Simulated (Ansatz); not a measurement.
Isolated molecules relaxed with PBE0-D4/def2-TZVP in Ansatz; ΔE leaves out vibrations. CCSD(T)/CBS adds triple-zeta CCSD(T) − MP2 to the extrapolated MP2 energy (def2 sets, frozen cores). This one scheme is used for every species. Functionals use def2-TZVPP. B3LYP here is the variant with VWN-RPA as its local correlation; programs differ in this. def2 core potentials past Kr. For Te outer-core shells are correlated without core-valence functions, which leaves a few kJ/mol of doubt a bond. One conformer a species, not always the lowest.

Consider the ligand exchange at the Al–Cl bond: `[SiH3][NH][AlH][Cl]` + H₂Te → `[SiH3][NH][AlH][TeH]` + HCl.

CCSD(T)/CBS gives +44.9 kJ/mol.

(1) Another level gave +63.4 kJ/mol. Which?
A. B3LYP-D4/def2-TZVPP
B. HF/def2-TZVPP
C. PBE/def2-TZVPP
D. B3LYP/def2-TZVPP

Largest T1 diagnostic among the species: 0.011.

## Answers

(1) B. HF/def2-TZVPP 63.4, PBE 45.7, B3LYP-D4 51.8, B3LYP 57.1 kJ/mol.

In def2-TZVPP, CCSD(T) changes the Hartree–Fock value by −15.2 kJ/mol (the triples alone add −2.8 kJ/mol) and MP2 by −18.9 kJ/mol. The D4 term adds −5.3 kJ/mol with B3LYP and −3.1 kJ/mol with PBE0; it sums over pairs of atoms, weighted by their polarisabilities, and B3LYP, whose exchange is more repulsive, gets the larger term.
